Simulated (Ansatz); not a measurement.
A geometry relaxed with Ansatz (a first-principles code) with B3LYP-D3(BJ)/def2-TZVP, charge 0, multiplicity 1:

```xyz
12

N     -0.5650     2.0076    -0.1648
H      0.0806     2.7805    -0.2051
H      2.4573    -0.6876     0.9228
H     -1.8455    -1.6005     1.1758
H     -1.4993    -2.2241    -0.4425
H     -1.5176     2.3360    -0.1476
C     -1.6888    -1.3190     0.1337
H     -2.5919    -0.8368    -0.2388
H      2.6423     0.6929    -0.1767
C      2.1326    -0.2573    -0.0246
H      2.4097    -0.9438    -0.8245
In    -0.0143     0.0522    -0.0078
```

Q: Write the SMILES of this molecule.

A: `[CH3][In]([CH3])[NH2]`
